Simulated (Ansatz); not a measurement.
Isomers of C$_{3}$H$_{9}$InO (singlet), relaxed with r2SCAN-D4/def2-SVP; total energies from Ansatz at ωB97X-V/def2-TZVP.

```json
{"isomer": "A", "description": "In(OCMe2)H3 (C₃H₉InO)", "energy (Eh)": "-385.06536"}
{"isomer": "B", "description": "InH2(OiPr) (C₃H₉InO)", "energy (Eh)": "-385.07999"}
{"isomer": "C", "description": "InMe2(OMe) (C₃H₉InO)", "energy (Eh)": "-385.08550"}
```

In the def2 sets In takes a core potential; there is no spin–orbit coupling.

Question: Work out the relative energies (1 Eh = 2625.5 kJ/mol) and the Boltzmann populations at 800 K from electronic energies alone (R = 8.314 J/mol/K).

Answer: ΔE: A 52.9, B 14.5, C 0.0 kJ/mol. RT = 6.65 kJ/mol. Factors exp(−ΔE/RT): A 0.000351, B 0.113, C 1; sum 1.113. Populations: A 0.0 %, B 10.1 %, C 89.8 %. Zero-point energy, vibrational entropy and symmetry numbers are left out and can shift these; an error of 4 kJ/mol changes a ratio by a factor of 1.8. Over the other density-functional and correlated levels in def2 sets, the gap between C and B ranges from -2 to 36 kJ/mol.
